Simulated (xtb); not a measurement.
H3ClSi, charge -1, doublet, at the geometry of the source list (a state made from the parent by changing its charge; the spin is typed, not shown lowest). Base run: GFN2-xTB run with xtb.

Here is a job for xtb.
```
$ xtb mol.xyz --gfn 2 --chrg -1 --uhf 1 --json

# file mol.xyz
5

Si    -0.12910000    -0.00570000    -0.00460000
Cl     1.87810000     0.08360000     0.06760000
H     -0.50430000    -0.99840000    -1.00530000
H     -0.63000000     1.31380000    -0.37260000
H     -0.61480000    -0.39330000     1.31500000
```

Variants of this job, named by their change:

| change | ΔE vs base (kJ/mol) | SCF cycles |
|---|---|---|
| base | 0.00 | 12 |
| acc = 0.0001 | 0.00 | 20 |
| acc = 30 | 0.00 | 9 |
| etemp = 3000 | -16.94 | 13 |
